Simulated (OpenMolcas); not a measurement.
Cl2+: effect of the level shift or regulariser

```
Program             : OpenMolcas
Basis               : ANO-R2 [5s4p3d1f]
Scalar Hamiltonian  : X2C, finite nucleus
Active space        : 3 electrons in 3 orbitals (3p)
State averaging     : 2S+1 = 4 odd, 1 root; 2S+1 = 2 odd, 8 roots
Spin-orbit coupling : state interaction with AMFI integrals over the reference wave functions, term energies averaged over their components
```

Methods on the same reference wave functions:
A. CASSCF
B. SS-CASPT2, IPEA 0.25 Eh, imaginary shift 0.1 Eh (closed shells correlated: 2s 2p 3s)
C. SS-CASPT2, IPEA 0.25 Eh, real shift 0.2 Eh (closed shells correlated: 2s 2p 3s)

Energies in eV above 3s2 3p3 4S* 3/2, the measured ground level; measured values from Moore, Atomic Energy Levels, vol. I, NSRDS-NBS 35 (1971 reprint of NBS Circular 467, 1949).

| Level | A | B | C | Measured |
| --- | --- | --- | --- | --- |
| 3s2 3p3 4S* 3/2 | 0.0000 | 0.0000 | 0.0000 | 0.0000 |
| 3s2 3p3 2D* 3/2 | 2.8168 | 2.355 | 2.359 | 2.2383 |
| 3s2 3p3 2D* 5/2 | 2.8221 | 2.361 | 2.365 | 2.2466 |
| 3s2 3p3 2P* 1/2 | 4.6850 | 3.969 | 3.975 | 3.6962 |
| 3s2 3p3 2P* 3/2 | 4.6922 | 3.977 | 3.984 | 3.7080 |

Deviations, from unrounded energies. A percentage is the sum of absolute deviations over the sum of measured energies, with the sign that they share, or ± where signs differ.

```
                        Against measurement  Levels      A     B     C
             mean absolute deviation (cm-1)       4   6300  1600  1600
other terms of the ground configuration (%)       4  +26.3  +6.5  +6.7
```

B, C lie about equally close to measurement and A furthest from it. The largest miss of B in the table is 3s2 3p3 2P* 1/2, by +2200 cm-1. The ranking rests on the paired levels alone, and a cruder setting can come out closer through cancelling errors.

Between B and C the level of the table that moves most is 3s2 3p3 2P* 1/2, by 51 cm-1 (lowest in B, highest in C). Moves below CASPT2's spread within the term are not significant.

The mean deviations of B to C differ by less than CASPT2's widest spread within a term (180 cm-1), so their order carries little weight.

From A to B the spin-free energies of the other terms of 3s2 3p3 shown, above 4S*, scale by factors of 0.84 to 0.85.

The lowest spin-free term lies below A's lowest term by 0.293 hartree in B, 0.292 hartree in C.

CASPT2 does not keep the components of a term degenerate, so their means are used; among the terms shown or strongly mixed into the levels shown the widest spread is 180 cm-1 (3s2 3p3 2D*, B). With the s shell closed, the reference lacks s² → p² mixing. Computed and measured levels are paired by configuration, term and J; levels that our copy of the source lacks, or whose pairing is in doubt (as where it misses far off the trend of its configuration), stay unpaired and out of the deviations. Only configurations of the active space appear.

* marks odd parity.
